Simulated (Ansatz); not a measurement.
Species: C6H11 (charge 0, doublet). It need not be the lowest isomer of its formula. 
Structure (B3LYP-D3(BJ)/def2-TZVP (Ansatz, an electronic-structure program) minimum search):
```xyz
17

C      2.8006     0.2459     0.7092
C      1.5619     0.6651     0.0098
C      0.5721    -0.5084    -0.2393
C     -0.6369    -0.0657    -1.0038
C     -1.8897     0.0225    -0.5613
C     -2.4022    -0.3191     0.8033
H      2.8920     0.3241     1.7838
H      3.5849    -0.2759     0.1765
H      1.0367     1.4330     0.5828
H      1.8053     1.1071    -0.9628
H      0.3000    -0.9509     0.7190
H      1.0976    -1.2847    -0.8041
H     -0.4446     0.2390    -2.0294
H     -2.6418     0.3809    -1.2586
H     -1.6174    -0.6585     1.4774
H     -2.8858     0.5488     1.2609
H     -3.1613    -1.1050     0.7471
```
Charge 0, spin multiplicity 2.

Wanted: atomisation energy (electronic, to ground-state atoms), in kcal/mol. Correlated levels leave the core frozen unless marked. Open shells are spin-unrestricted. No spin-orbit coupling. Non-relativistic. The coupled-cluster limit lacks core correlation, which all-electron functionals hold. CBS marks a two-point X^-3 extrapolation of the correlation energy; Hartree-Fock from the larger set. [CCSD(T)-MP2]/basis is that difference in the basis named.

```
level                                                     program  atomisation energy (kcal/mol)
-------------------------------------------------  --------------  -----------------------------
BLYP-D4/def2-TZVPD                                 Ansatz + dftd4                            ___
revPBE/def2-TZVPD                                          Ansatz                         1611.1
r2SCAN/def2-TZVPD                                          Ansatz                         1640.6
r2SCAN-D3(BJ)/def2-TZVPD                           Ansatz + dftd3                         1643.0
r2SCAN-D4/def2-TZVPD                               Ansatz + dftd4                         1642.6
wB97X-V/def2-TZVPD                                         Ansatz                         1634.7
B2PLYP-D3(BJ)/def2-TZVPD                           Ansatz + dftd3                         1622.7
SCS-MP2/STO-3G                                             Ansatz                         1682.3
SCS-MP2/6-31G*                                             Ansatz                         1503.8
SCS-MP2/cc-pVTZ                                            Ansatz                         1608.9
RI-MP2/CBS(cc-pVTZ,cc-pVQZ)+[CCSD(T)-MP2]/cc-pVTZ          Ansatz                         1634.1
```

Q: Some entries are withheld; supply them.

A: 
- BLYP-D4/def2-TZVPD, atomisation energy (kcal/mol): 1630.4
